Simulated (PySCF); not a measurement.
Electron correlation in Ru²⁺ (ruthenium, charge +2)

[Kr] 4d5 5p1, high-spin 7P determinant (an excited configuration). Calculation: PySCF 2.14, in def2-TZVPPD with the def2 core potential (28 electrons) (6s4p3d2f1g, 56 functions); scalar relativity through the core potential. Frozen: nothing; 14 electrons correlated.

| level | correlation energy (mhartree) |
| --- | --- |
| CCSD | -369.31 |
| (T) | -8.18 |
| CCSD(T) | -377.49 |

Diagnostics: T1 = 0.0056, D1 = 0.0275, largest double amplitude 0.029.

Cost of the coupled-cluster step: of the order of 10 core-seconds, for 14 correlated electrons.

Iterations:

```
CC2 = 0
CCSD nocc = (np.int64(10), np.int64(4)), nmo = (56, 56)
frozen orbitals [[], []]
max_cycle = 100
direct = 0
conv_tol = 1e-08
conv_tol_normt = 1e-06
diis_space = 8
diis_start_cycle = 0
Init t2, MP2 energy = -0.364534317029735
Init E_corr(UCCSD) = -0.364534317035801
cycle = 1  E_corr(UCCSD) = -0.365099019509529  dE = -0.000564702474  norm(t1,t2) = 0.0322752
cycle = 2  E_corr(UCCSD) = -0.368867654833824  dE = -0.00376863532  norm(t1,t2) = 0.00714567
cycle = 3  E_corr(UCCSD) = -0.369273771714598  dE = -0.000406116881  norm(t1,t2) = 0.00291677
cycle = 4  E_corr(UCCSD) = -0.369340642158403  dE = -6.68704438e-05  norm(t1,t2) = 0.000686715
cycle = 5  E_corr(UCCSD) = -0.369294081255817  dE = 4.65609026e-05  norm(t1,t2) = 0.000311651
cycle = 6  E_corr(UCCSD) = -0.369305662536224  dE = -1.15812804e-05  norm(t1,t2) = 7.69438e-05
cycle = 7  E_corr(UCCSD) = -0.369307434352627  dE = -1.7718164e-06  norm(t1,t2) = 1.00024e-05
cycle = 8  E_corr(UCCSD) = -0.369307066434171  dE = 3.67918456e-07  norm(t1,t2) = 3.58895e-06
cycle = 9  E_corr(UCCSD) = -0.369307094589434  dE = -2.81552625e-08  norm(t1,t2) = 1.57263e-06
cycle = 10  E_corr(UCCSD) = -0.369307107994117  dE = -1.34046838e-08  norm(t1,t2) = 2.12289e-07
cycle = 11  E_corr(UCCSD) = -0.369307103946749  dE = 4.04736794e-09  norm(t1,t2) = 3.00518e-08
UCCSD converged
E(UCCSD) = -93.39435111095271  E_corr = -0.3693071039467494
UCCSD(T) correction = -0.00817513623267204
```

The basis has no tight functions for the innermost shells, so their pair energies are far from complete.

This basis was not built for core-valence correlation, so the inner-shell part is incomplete.
